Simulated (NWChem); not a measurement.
System: CaO; SMILES [Ca]=[O]

```xyz
2

Ca     0.0000     0.0000    -0.5161
O      0.0000     0.0000     1.3070
```
Atoms are numbered in this order, from 1.

All runs: NWChem. All runs use the structure optimised with PBE-D3(BJ)/def2-SVP. GIAO values for the isolated, static molecule; σ is the absolute isotropic shielding.

For level PBE0/pcSseg-0:

σ Ca1 (ppm): 1526.0
σ O2 (ppm): -214.8

Task: Estimate the same quantities for level PBE0/pcSseg-2.

Result: 
* **σ Ca1 (ppm)**: 1223.9
* **σ O2 (ppm)**: -508.5
